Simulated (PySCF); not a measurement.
Molfile (atoms numbered from 1):
```
C3H9NO2Si
     RDKit          3D

 16 16  0  0  0  0  0  0  0  0999 V2000
    1.7484    1.1390    0.4348 N   0  0  0  0  0  0  0  0  0  0  0  0
    1.9452   -0.2283   -0.0157 C   0  0  0  0  0  0  0  0  0  0  0  0
    0.2531   -0.9570   -0.3572 Si  0  0  0  0  0  4  0  0  0  0  0  0
   -0.5985   -1.2788    1.0492 O   0  0  0  0  0  0  0  0  0  0  0  0
   -1.8122   -0.5522    1.0476 C   0  0  0  0  0  0  0  0  0  0  0  0
   -1.6292    0.6464    0.1080 C   0  0  0  0  0  0  0  0  0  0  0  0
   -0.7834    0.2271   -0.9505 O   0  0  0  0  0  0  0  0  0  0  0  0
    1.3458    1.7007   -0.3124 H   0  0  0  0  0  0  0  0  0  0  0  0
    2.6244    1.5773    0.7075 H   0  0  0  0  0  0  0  0  0  0  0  0
    2.6098   -0.3625   -0.8975 H   0  0  0  0  0  0  0  0  0  0  0  0
    2.3943   -0.8290    0.7955 H   0  0  0  0  0  0  0  0  0  0  0  0
    0.3143   -2.1287   -1.2746 H   0  0  0  0  0  0  0  0  0  0  0  0
   -2.6362   -1.2017    0.6970 H   0  0  0  0  0  0  0  0  0  0  0  0
   -2.0501   -0.2246    2.0724 H   0  0  0  0  0  0  0  0  0  0  0  0
   -2.5905    0.9942   -0.3024 H   0  0  0  0  0  0  0  0  0  0  0  0
   -1.1519    1.4821    0.6510 H   0  0  0  0  0  0  0  0  0  0  0  0
  1  2  1  0
  2  3  1  0
  3  4  1  0
  4  5  1  0
  5  6  1  0
  6  7  1  0
  7  3  1  0
  1  8  1  0
  1  9  1  0
  2 10  1  0
  2 11  1  0
  3 12  1  0
  5 13  1  0
  5 14  1  0
  6 15  1  0
  6 16  1  0
M  END
```

Geometry: PBE0-D3(BJ)/def2-SVP; GIAO absolute shieldings from PySCF 2.14, gas phase, non-relativistic, averaged over equivalent atoms.

At PBE0/pcSseg-1 (171 basis functions, 13 s wall time on 1 thread of an AMD EPYC 9B45, shared host):
```json
{"atoms": "N1", "σ (ppm)": "250.3"}
{"atoms": "C5/C6", "σ (ppm)": "116.9"}
{"atoms": "C2", "σ (ppm)": "151.1"}
{"atoms": "Si3", "σ (ppm)": "336.3"}
{"atoms": "O4/O7", "σ (ppm)": "294.5"}
{"atoms": "H12", "σ (ppm)": "26.24"}
{"atoms": "H14/H16", "σ (ppm)": "27.19"}
{"atoms": "H13/H15", "σ (ppm)": "27.36"}
{"atoms": "H10/H11", "σ (ppm)": "28.97"}
{"atoms": "H8/H9", "σ (ppm)": "31.09"}
```

**Question.** Predict the values at B97-2/pcSseg-1 on the same geometry.

**Answer.** 
```tsv
atoms	σ at B97-2/pcSseg-1	change
N1	247.1	-3.2
C5/C6	116.5	-0.4
C2	150.7	-0.4
Si3	345.5	+9.2
O4/O7	293.8	-0.7
H12	26.45	+0.21
H14/H16	27.31	+0.12
H13/H15	27.49	+0.13
H10/H11	29.09	+0.12
H8/H9	31.17	+0.08
```

The largest change is at Si3 (silicon bonded to C, 2 O, H, in a 5-membered ring). Cost: 171 basis functions, 11 s wall time on 1 thread of an AMD EPYC 9B45, shared host.
